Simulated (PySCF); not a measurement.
# GeN: mean field, correlation and small terms against distance

State: ²Π, doublet, unpaired electrons π ↑. ROHF-based CCSD(T) in PySCF 2.14 with Ge cc-pwCVDZ-PP with ECP10, N aug-cc-pVDZ and Ge cc-pwCVTZ-PP with ECP10, N aug-cc-pVTZ (frozen core orbitals: 5; scalar-relativistic core potentials). Correlation energies are extrapolated as n⁻³ (n = 2, 3), Hartree–Fock as (n+1)·exp(−9√n). All energies in eV from Ge + N.

```
 R (Å)  HF/CBS  CCSD corr.      (T)   total
1.5342   0.307      -2.594  -0.2889  -2.576
1.6039  -0.230      -2.636  -0.3154  -3.182
1.6736  -0.440      -2.698  -0.3460  -3.484
1.7434  -0.415      -2.775  -0.3802  -3.570
1.8131  -0.226      -2.864  -0.4174  -3.507
1.9003   0.163      -2.988  -0.4669  -3.292
1.9874   0.655      -3.124  -0.5185  -2.987
```

A fit to the total gives Re = 1.7445 Å, De = 3.570 eV, ωe = 835.5 cm⁻¹, Be = 0.4705 cm⁻¹ (masses 73.9212 and 14.0031 u).

At R = 1.7434 Å the CCSD correlation energy is -0.476439 hartree in the smaller basis and -0.711812 in the larger. Extrapolate it.

(3³·E3 − 2³·E2)/(3³ − 2³) = -0.81092 hartree; the larger basis holds 87.8 % of it.

The T1 diagnostic is 0.027. The state was picked by a PBE0 search and need not be the measured ground state. Spin–orbit coupling, excitations beyond (T) and corrections to the Born–Oppenheimer picture are left out.
